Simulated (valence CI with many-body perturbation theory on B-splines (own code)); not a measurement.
**Cr⁺: E2, M1 decay**

Calculated by valence CI with perturbative core correlation (CI+MBPT): five valence electrons over a frozen Dirac-Fock core [Ar], a basis of 7 s, 7 p, 8 d, 6 f, 4 g, 1 h functions for each j, with the one-electron correlation potential Σ1 (screened to all orders), the two-electron term Σ2, the three-electron term Σ3, Breit, model QED; selected single and double excitations, second order for the rest, scaled by the run's own slope (own B-spline code, finite nucleus).

Against 16 measured levels this calculation errs by 2052 cm⁻¹ on average and by 3342 at most. These come from a selection out of the NIST Handbook of Basic Atomic Spectroscopic Data. Levels without a partner in it may be off by more, other configurations by 1,000 to 4,000 cm⁻¹. Among the levels kept, up to 1900 cm⁻¹ of a level comes from second order outside the variational space, and about a tenth of that is noise between levels of different J, which matters for small intervals. Only levels of the ground parity were solved; by the run's estimate the other parity begins above the list, which can be wrong where configurations are misplaced.

Lines 51 to 85 of 85 in falling wavelength, among levels below 32575 cm⁻¹, chosen from the decays that carry over 1 % of a level's rate. Wavelengths and rates use the calculated energies, so an error of 2000 cm⁻¹ moves a line at 462.8 nm by 9.3 % and its rate by three times that or more. Electric multipoles are in the length gauge, E1 and E2 with the static RPA response of the core. S is in atomic units (e²a₀⁴ for E2 and M2, e²a₀⁶ for E3), for M1 in squared Bohr magnetons. Weak lines are less certain than strong ones. Lines between different terms over intervals too small for the method are left out, as are lines whose strength nearly cancels and 26 of this kind that miss the measured wavelength by over 7 %.

```tsv
λ vac (nm)	Upper	Lower	Type	A (s⁻¹)	S (a.u.)
1196	3d5 4D_1/2	3d4 4s 4D_3/2	E2	1.74e-02	7.59e+00
1196	3d5 4D_1/2	3d4 4s 4D_3/2	M1	7.21e-04	9.13e-05
1193	3d5 4D_5/2	3d4 4s 4D_3/2	E2	8.82e-03	1.14e+01
1178	3d5 4D_3/2	3d4 4s 4D_1/2	E2	9.07e-03	7.35e+00
1177	3d5 4D_5/2	3d4 4s 4D_1/2	E2	2.83e-03	3.43e+00
914.8	3d4 4s 4P_1/2	3d4 4s 4D_5/2	E2	1.37e-02	1.56e+00
905.1	3d4 4s 4P_3/2	3d4 4s 4D_7/2	E2	9.15e-03	1.99e+00
901.1	3d4 4s 4P_1/2	3d4 4s 4D_3/2	E2	5.24e-03	5.56e-01
892.2	3d4 4s 4P_1/2	3d4 4s 4D_1/2	M1	7.08e-03	3.73e-04
874.2	3d4 4s 4P_3/2	3d4 4s 4D_3/2	E2	4.98e-03	9.09e-01
874.2	3d4 4s 4P_3/2	3d4 4s 4D_3/2	M1	3.78e-03	3.75e-04
868.7	3d4 4s 4F_3/2	3d4 4s 4D_5/2	M1	1.61e-03	1.57e-04
865.8	3d4 4s 4P_3/2	3d4 4s 4D_1/2	E2	5.02e-03	8.72e-01
856.3	3d4 4s 4F_3/2	3d4 4s 4D_3/2	M1	7.20e-03	6.71e-04
848.3	3d4 4s 4F_3/2	3d4 4s 4D_1/2	M1	4.62e-03	4.18e-04
649.5	3d5 4D_7/2	3d4 4s 6D_9/2	M1	9.52e-04	7.74e-05
642.1	3d5 4D_7/2	3d4 4s 6D_7/2	M1	3.03e-04	2.38e-05
641.3	3d5 4D_5/2	3d4 4s 6D_7/2	M1	5.04e-04	2.96e-05
634.9	3d5 4D_5/2	3d4 4s 6D_5/2	M1	5.32e-04	3.03e-05
630.3	3d5 4D_3/2	3d4 4s 6D_3/2	M1	7.54e-04	2.80e-05
630.1	3d5 4D_5/2	3d4 4s 6D_3/2	M1	3.80e-04	2.11e-05
627.4	3d5 4D_1/2	3d4 4s 6D_1/2	M1	1.17e-03	2.14e-05
626.9	3d5 4D_3/2	3d4 4s 6D_1/2	M1	4.43e-04	1.62e-05
538.1	3d4 4s 4P_1/2	3d4 4s 6D_3/2	M1	1.36e-01	1.57e-03
535.6	3d4 4s 4P_1/2	3d4 4s 6D_1/2	M1	3.60e-02	4.10e-04
531.7	3d4 4s 4P_3/2	3d4 4s 6D_5/2	M1	1.26e-01	2.81e-03
528.4	3d4 4s 4P_3/2	3d4 4s 6D_3/2	M1	4.62e-03	1.01e-04
526.0	3d4 4s 4P_3/2	3d4 4s 6D_1/2	M1	1.24e-02	2.69e-04
525.1	3d4 4s 4F_3/2	3d4 4s 6D_5/2	M1	6.72e-03	1.44e-04
521.8	3d4 4s 4F_3/2	3d4 4s 6D_3/2	M1	1.49e-02	3.14e-04
519.4	3d4 4s 4F_3/2	3d4 4s 6D_1/2	M1	4.35e-03	9.04e-05
462.8	3d5 4P_3/2	3d5 6S_5/2	M1	8.23e-02	1.21e-03
462.3	3d5 4P_5/2	3d5 6S_5/2	M1	1.29e-01	2.84e-03
405.2	3d5 4D_5/2	3d5 6S_5/2	M1	8.07e-04	1.19e-05
360.5	3d4 4s 4P_3/2	3d5 6S_5/2	M1	7.54e-03	5.24e-05
```
